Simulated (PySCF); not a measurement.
# Si⁹⁺ (silicon, charge +9): UHF calculation

Configuration: [He] 2s2 2p1, 2P determinant. Calculation: PySCF 2.14, in an uncontracted even-tempered set (18 s from 0.72 bohr⁻², ratio 2.2; 11 p from 0.94 bohr⁻², ratio 2.2; 6 d from 5.3 bohr⁻², ratio 2.4; 5 f from 8 bohr⁻², ratio 2.4; 5 g from 12 bohr⁻², ratio 2.4); no relativity, point nucleus.

- Total energy: -238.562418 hartree
- One-electron energy: -267.7187 hartree
- Hartree (Coulomb) energy: 41.6295 hartree
- Exchange energy: -12.4733 hartree
- Kinetic energy: 238.56372 hartree
- ⟨S²⟩: 0.7507
- ⟨L²⟩: 2.002
- Sum of ⟨r⟩: 1.640 bohr
- Sum of ⟨r²⟩: 0.8286 bohr²
- Traceless quadrupole moment −½Σ⟨3z² − r²⟩ along its main axis: -0.0902 e·bohr²
- Density at the nucleus (Gaussians lack the cusp): 1790 bohr⁻³
- Spin density at the nucleus: 0.102 bohr⁻³

```
shell  electrons  mean orbital energy (hartree)  rms radius, mean of both spins (bohr)
 1s α          1                      -81.84350                                  0.128
 1s β          1                      -81.68292                                  0.128
 2s α          1                      -15.74607                                  0.534
 2s β          1                      -15.36394                                  0.534
 2p α          1                      -14.76973                                  0.474
```

Spin-orbit constants ζ (cm⁻¹) from the X2C one-electron operator on these orbitals (non-relativistic here): bare nucleus, nucleus screened by l(l+1)(2l+1)/3 electrons, and screened by the Breit-Pauli mean field of the electrons.

```json
{"shell": "2p", "bare": "5769", "screened nucleus": "4945", "mean field": "4684"}
```

To first order the Landé constant is A = 4684 cm⁻¹, so the lowest level has J = 1/2 and lies 0.581 eV below the centre of the term.
